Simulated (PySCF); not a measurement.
Si(Cl)(F)2(SiH3) (ClF₂H₃Si₂), SMILES F[Si](F)([SiH3])Cl. Heavy atoms are numbered as in [F:1][Si:2]([F:3])([SiH3:4])[Cl:5]. Hydrogens are named by the atom that carries them.

Geometry optimised at PBE-D3(BJ)/def2-SVP.

Level of theory: PySCF with PBE/pcSseg-1.

GIAO shieldings, no solvent; atoms alike by connectivity are averaged. δ = σ(ref) − σ: ¹⁹F against CFCl3 (σ = 133.6 ppm); ²⁹Si against TMS (σ = 335.4 ppm); ³⁵Cl against HCl (σ = 936.5 ppm); ¹H against TMS (σ = 31.49 ppm), references at their B3LYP-D3(BJ)/def2-TZVP geometries, non-relativistic (without spin–orbit terms, shifts of atoms bonded to Cl or Br come out too high).

Computed chemical shifts:
```csv
nucleus,atoms,count,δ (ppm)
¹⁹F,F1,2,-120.7
²⁹Si,Si2,1,2.8
²⁹Si,Si4 (SiH3),1,-110.4
³⁵Cl,Cl5,1,165.7
¹H,H on Si4,3,4.04
```
